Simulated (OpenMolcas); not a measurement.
**Levels of Cr⁴⁺ by method**

```
Program             : OpenMolcas
Basis               : ANO-RCC-VQZP [7s6p4d3f2g1h]
Scalar Hamiltonian  : DKH2, point nucleus
Active space        : 2 electrons in 5 orbitals (3d)
State averaging     : 2S+1 = 3 even, 10 roots; 2S+1 = 1 even, 15 roots
Spin-orbit coupling : RASSI with atomic mean-field integrals over the reference wave functions, term energies averaged over their components
```

Methods on the same reference wave functions:
A. CASSCF
B. SS-CASPT2, IPEA 0.25 Eh, imaginary shift 0.1 Eh (closed shells correlated: 3s 3p)

Energies in cm⁻¹ above 3d² ³F₂, the measured ground level; measured values from Sugar and Corliss, J. Phys. Chem. Ref. Data 6, 317 (1977).

```json
{"Level": "3d² ³F₂", "A": "0.0", "B": "0.0", "Measured": "0.0"}
{"Level": "3d² ³F₃", "A": "501", "B": "505", "Measured": "508"}
{"Level": "3d² ³F₄", "A": "1144", "B": "1148", "Measured": "1142"}
{"Level": "3d² ¹D₂", "A": "16478", "B": "12990", "Measured": "13188"}
{"Level": "3d² ³P₀", "A": "19297", "B": "16260", "Measured": "15492"}
{"Level": "3d² ³P₁", "A": "19473", "B": "16440", "Measured": "15677"}
{"Level": "3d² ³P₂", "A": "19862", "B": "16820", "Measured": "16041"}
{"Level": "3d² ¹G₄", "A": "25266", "B": "22400", "Measured": "22019"}
{"Level": "3d² ¹S₀", "A": "61283", "B": "51680", "Measured": "51146"}
```

Deviations, from unrounded energies. A percentage is the sum of absolute deviations over the sum of measured energies, with the sign that they share, or ± where signs differ.

```
                        Against measurement  Levels      A     B
             mean absolute deviation (cm-1)       8   3500   430
      fine structure of the ground term (%)       2   ±0.6  ±0.6
other terms of the ground configuration (%)       6  +21.0  ±2.6
```

B lies closest to measurement on these levels. The largest miss of B in the table is 3d² ³P₂, by +780 cm-1. The ranking rests on the paired levels alone, and a cruder setting can come out closer through cancelling errors.

From A to B the spin-free energies of the other terms of 3d² shown, above ³F, scale by factors of 0.78 to 0.88, as is usual when dynamic correlation screens the repulsion within a d or f shell.

The lowest spin-free term lies below A's lowest term by 0.343 hartree in B.

CASPT2 does not keep the components of a term degenerate, so their means are used; among the terms shown or strongly mixed into the levels shown the widest spread is 930 cm-1 (3d² ¹G, B). Without dynamic correlation excited terms often stand tens of per cent too high (terms of higher spin than the ground term too low), and those without a measured partner can miss by more than the paired ones (holds for A). Measured partners are found by configuration, term and J. A level has none where our copy of the source lacks it or the pairing is in doubt (some pairs that miss far off the trend of their configuration count as doubtful), and it then counts in no deviation. Levels of configurations outside the active space are missing.
